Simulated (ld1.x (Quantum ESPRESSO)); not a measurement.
Cutoff test, iodine, TM semilocal

- Element: iodine (I)
- Generator: ld1.x (Quantum ESPRESSO) 7.5
- Type: norm-conserving Troullier–Martins (semilocal form)
- Functional: PBEsol
- Relativity: scalar-relativistic
- Frozen core: [Kr] 4d10
- Valence charge: 7
- Reference configuration: 5s2 5p4.5 (charge +0.5)
- Partial waves: 5s (bound): rc 1.40 bohr; 5p (bound): rc 1.75 bohr
- Local potential: the p channel
- Core correction: a·sin(br)/r model core inside 1.25 bohr

The pseudo-atom Hamiltonian at the reference potential is diagonalised in spherical Bessel functions j_l(qr) that vanish at 20 bohr, with q² up to the cutoff. All-electron valence levels (Ry): 5s -1.5983, 5p -0.8167.

How do the lowest levels (Ry) of each channel move with the cutoff, and are there ghosts?

```csv
cutoff (Ry),s #1,p #1,p #2,Σ f·Δε (mRy)
8,-1.4410,-0.7971,-0.0851,403.0
21,-1.5024,-0.8114,-0.0861,215.6
40,-1.5890,-0.8161,-0.0865,21.1
70,-1.5954,-0.8166,-0.0865,6.1
110,-1.5971,-0.8167,-0.0865,2.4
200,-1.5982,-0.8167,-0.0865,0.2
400,-1.5982,-0.8167,-0.0865,0.0
```

Result: no extra level below or beside the all-electron valence levels (s, p tested); the semilocal form is local in each channel, so this says nothing of the separable form that plane-wave codes build from it; 10 mRy is reached at 70 Ry and 1 mRy at 160 Ry.
